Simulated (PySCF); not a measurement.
Below is a simulated gas-phase C 1s photoelectron spectrum of `C(#[N+][AlH3-])CC`.

Every computed line was given a Gaussian of 0.6 eV full width at half maximum and an area set by the number of equivalent atoms; the highest printed point is 100. Computed with delta-SCF UKS SCAN, pcX-2 on the ionised atom, pcseg-1 elsewhere, spin-free X2C in PySCF.

```csv
binding energy (eV),intensity
291.3,0
291.4,0
291.5,2
291.6,4
291.7,9
291.8,17
291.9,28
292.0,40
292.1,49
292.2,51
292.3,46
292.4,35
292.5,24
292.6,16
292.7,13
292.8,19
292.9,32
293.0,52
293.1,75
293.2,93
293.3,100
293.4,93
293.5,74
293.6,51
293.7,30
293.8,16
293.9,7
294.0,3
294.1,1
294.2,0
```

Q: Count the maxima, the lines and the sites behind this envelope.

A: The curve has 2 maxima (at 292.2 and 293.3 eV). Under it lie 3 lines from 3 inequivalent carbon sites. At this width some lines have no maximum of their own.

Q: Decompose the envelope and assign each component. Numbering: `[CH3:1][CH2:2][C:3]#[N+:4][AlH3-:5]`.

A: 
```
position (eV)  relative area  line  atoms           environment
       292.18              1  C 1s     C1         methyl carbon
       293.24              1  C 1s     C3  triply bonded carbon
       293.35              1  C 1s     C2      chain CH2 carbon
```

Lowest listed C 1s: C1, bonded to C and 3 H. Highest, 1.17 eV above it: C2, bonded to 2 C and 2 H. Summing the Pauling electronegativity differences to the bonded atoms, each weighted by its formal bond order, gives -1.05 for the lowest site and -0.70 for the highest; the largest sum, +1.47, belongs to C3, 0.11 eV below the top.

No satellites, vibrations or lifetime broadening are included. Spin contamination (⟨S²⟩ against 0.75 for a pure doublet) is marked for C 1s of C3 (0.93), which makes this value less certain. Geometry: PBE0-D3(BJ)/def2-SVP; no solvent, vibrations or thermal averaging.

Hardware: Intel Xeon 6975P-C, one thread, shared host with 192 logical CPUs at a one-minute load of 37. Cost: 21 s, 0.58 GiB resident at most.
